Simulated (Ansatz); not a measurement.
Ansatz results at the PBE0-D4/def2-TZVP geometry: size of the dipole moment (ωB97M-V/def2-TZVPP) 0.78 D; LUMO energy (B3LYP/def2-TZVPP) -0.21 eV; HOMO energy (PBE/def2-TZVPP) -5.21 eV.

Each molecule was computed in one conformer, which needn't be the lowest.

Which molecule gave them?
A. `C[NH][GeH2][SiH3]`
B. `C[SiH2][NH][GeH3]`
C. `O[BH][GeH3]`
D. `FC1([SiH3])O[SiH2]1`

A. The others give `O[BH][GeH3]`: 2.33, -1.21, -6.59; `C[SiH2][NH][GeH3]`: 1.05, 0.04, -5.80; `FC1([SiH3])O[SiH2]1`: 2.50, -1.20, -6.12.

B3LYP here is the variant with VWN-RPA as its local correlation; programs differ in this.
